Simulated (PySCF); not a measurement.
Compound: C4H5BCl2.
SMILES with atom numbers: `[BH2:1][C@H:2]1[CH2:3][C:4]([Cl:5])=[C:6]1[Cl:7]` (hydrogens: H8, H9 on B1; H10 on C2; H11, H12 on C3)

Jobs on this species (12 atoms, 68 electrons) with PySCF (density fitting). Hardware of each: one thread of an Intel Xeon Platinum 8375C at 2.90 GHz, shared host. Other jobs ran on the host; a repeat could differ by tens of per cent or more. Peak memory is the resident size of the whole Python process, interpreter and libraries included.

```tsv
level and settings	work	basis functions	SCF cycles	wall time	peak memory
delta-SCF UKS SCAN, pcX-2 on the ionised atom, pcseg-1 elsewhere, non-relativistic	ΔSCF core ionisation, 9 holes	173	?	?	?
delta-SCF UKS PBE, pcX-2 on the ionised atom, pcseg-1 elsewhere, spin-free X2C	ΔSCF core ionisation, 9 holes	173	?	?	?
delta-SCF UKS PBE0, pcX-2 on the ionised atom, pcseg-1 elsewhere, spin-free X2C	ΔSCF core ionisation, 9 holes	173	138	76 s	0.79 GiB
delta-SCF UKS B3LYP, pcX-2 on the ionised atom, pcseg-1 elsewhere, spin-free X2C	ΔSCF core ionisation, 9 holes	173	140	80 s	0.74 GiB
delta-SCF UKS HF, pcX-2 on the ionised atom, pcseg-1 elsewhere, spin-free X2C	ΔSCF core ionisation, 9 holes	173	173	62 s	0.69 GiB
delta-SCF UKS SCAN, pcX-2 on the ionised atom, pcseg-1 elsewhere, spin-free X2C	ΔSCF core ionisation, 9 holes	173	161	58 s	0.74 GiB
delta-SCF UKS SCAN, pcX-1 on the ionised atom, pcseg-1 elsewhere, spin-free X2C	ΔSCF core ionisation, 9 holes	153	158	57 s	0.69 GiB
PBE0-D3(BJ)/def2-SVP, grid level 1	geometry optimisation from a GFN2-xTB start shaken at random	131	62	62 s	0.53 GiB
delta-SCF UKS SCAN, def2-TZVP on the ionised atom, pcseg-1 elsewhere, spin-free X2C	ΔSCF core ionisation, 9 holes	150	153	62 s	0.69 GiB
```

Task: Fill in the missing figures.

Result: 
- delta-SCF UKS SCAN, pcX-2 on the ionised atom, pcseg-1 elsewhere, non-relativistic; ΔSCF core ionisation, 9 holes: 60 s, 0.69 GiB, 159 SCF cycles
- delta-SCF UKS PBE, pcX-2 on the ionised atom, pcseg-1 elsewhere, spin-free X2C; ΔSCF core ionisation, 9 holes: 41 s, 0.69 GiB, 159 SCF cycles

Task: What do all jobs in the table cost together?

Result: About 9.3 min; the longest takes about 14 % of that, and about 2 times as long as the shortest.
